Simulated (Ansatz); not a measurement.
Gas-phase electronic energies from Ansatz, PBE0-D4/def2-TZVP geometries. CBS: MP2 limit from def2 TZ/QZ plus the TZ coupled-cluster correction, frozen cores. This one scheme is used for every species. Functionals use def2-TZVPP. B3LYP here is the variant with VWN-RPA as its local correlation; programs differ in this. For Ga outer-core shells are correlated without core-valence functions, which leaves a few kJ/mol of doubt a bond. Scalar relativity is left out up to krypton. Each species was taken in one conformer, which may not be the lowest.

Reaction (ligand exchange at a Ga–O bond): `[OH][Ga]([OH])[Cl]` + CH₃OH → `C[O][Ga]([OH])[Cl]` + H₂O

`[OH][Ga]([OH])[Cl]`:

Cartesian coordinates in Å:
```
O -0.157 -0.563 -1.388
Ga 0.148 -0.083 0.290
O -0.515 1.436 0.900
Cl 1.301 -1.299 1.591
H 0.243 -1.402 -1.628
H -1.020 1.911 0.235
```

CH₃OH:

Cartesian coordinates in Å:
```
C 0.268 0.171 -0.161
O -0.479 -0.935 0.290
H 1.142 -0.223 -0.680
H 0.618 0.803 0.665
H -0.295 0.796 -0.866
H -1.254 -0.612 0.753
```

`C[O][Ga]([OH])[Cl]`:

Cartesian coordinates in Å:
```
C 1.292 0.006 0.934
O -0.091 0.162 0.703
Ga -0.862 -0.055 -0.870
O -2.607 0.167 -1.029
Cl 0.284 -0.580 -2.577
H 1.852 -0.255 0.029
H 1.452 -0.785 1.674
H 1.702 0.938 1.333
H -3.023 0.403 -0.195
```

H₂O:

Z-matrix (Å, degrees):
```
O
H 1 0.960
H 1 0.960 2 105.1
```

**Question.** Is it downhill or uphill in electronic energy at CCSD(T)/CBS, and by how much? (An estimate is asked.)

**Answer.** The calculation gave: Nearly level: ΔE = +0.1 kcal/mol.

**Question.** What do these levels give: B3LYP-D4, B2PLYP, B3LYP, HF/def2-TZVPP, MP2/def2-QZVPP, CCSD/CBS(def2)? (Best estimate.)

**Answer.** Computed: B3LYP-D4 0.5, B2PLYP 1.2, B3LYP 1.8, HF/def2-TZVPP 2.1, MP2/def2-QZVPP 0.0, CCSD/CBS(def2) 0.4 kcal/mol.

Largest T1 diagnostic among the species: 0.013.

In def2-TZVPP, CCSD(T) changes the Hartree–Fock value by −1.7 kcal/mol (the triples alone add −0.3 kcal/mol) and MP2 by −1.9 kcal/mol. The D4 term adds −1.3 kcal/mol with B3LYP and −0.8 kcal/mol with PBE0; it sums over pairs of atoms, weighted by their polarisabilities, and B3LYP, whose exchange is more repulsive, gets the larger term.
